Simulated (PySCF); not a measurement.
Coordinates in bohr (charge 0 multiplicity 1):
```
Sb    0.0000    0.0000   -0.4564
F     0.0000    0.0000    3.0831
F     3.6867    0.0000   -0.0879
F    -3.6867    0.0000   -0.0879
```

Method: PBE0 in PySCF with Sb def2-TZVP with ECP28, F def2-TZVP; scalar-relativistic core potentials, no spin–orbit coupling; density-fitted integrals.

This geometry of SbF₃ is a stationary point at this level.

Question: What is the point group?

Answer: C2v.

Question: Is it a minimum?

Answer: No: it has 1 imaginary mode, at 187i cm⁻¹ (b1).

Question: List the harmonic modes with their infrared intensities.

Answer: 
| symmetry | ω (cm⁻¹) | IR (km/mol) |
| --- | --- | --- |
| b1 | 187i | – |
| a1 | 183 | 20.7 |
| b2 | 294 | 7.1 |
| a1 | 548 | 0.0 |
| b2 | 557 | 277 |
| a1 | 672 | 88.7 |

Question: Give the atomic charges and bond orders.

Answer: 
| atom | Mulliken | Löwdin | polar tensor | Mayer order to Sb1 |
| --- | --- | --- | --- | --- |
| Sb1 | 1.31 | 0.90 | 1.92 | – |
| F2 | -0.39 | -0.23 | -0.58 | 0.95 |
| F3,4 | -0.46 | -0.33 | -0.67 | 0.85 |

In C2v the vibrations span b1 + 3a1 + 2b2. Here b1 is antisymmetric to the molecular plane and b2 lies in it.

Only a few start shapes were tried, so a lower isomer may exist. At this level a singlet minimum of C3v symmetry lies 158 kJ/mol below this structure.
